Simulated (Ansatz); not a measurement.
```xyz
3

N    -0.0095    0.4184   -0.3381
H     0.0353    1.3201    0.2001
O     0.0447   -0.5382    0.2870
```

Basis set: STO-3G (spherical functions). Correlated methods keep 2 orbitals frozen. Charge 0, multiplicity 1.

Computed with Ansatz (development build ahead of 0.2.0); each method stands on the lowest determinant of its kind that the runs found. Restricted open shells among the atoms or ions are ROHF, correlated in semicanonical orbitals with singles.

(1) Give the atomization energy at this shape (free ground-state atoms in the same class of orbitals less the molecule, no zero-point energy) of singlet HNO by RHF-MP2, RHF.

## Answers

(1)

```json
{"method": "RHF-MP2", "atomization energy": "4.32 eV"}
{"method": "RHF", "atomization energy": "1.39 eV"}
```

Caution: no unrestricted run beside it, a lower state can exist; the shape is not the minimum.

This basis has no polarisation functions and is too small for such energies, which can lie far from measured ones in either direction.
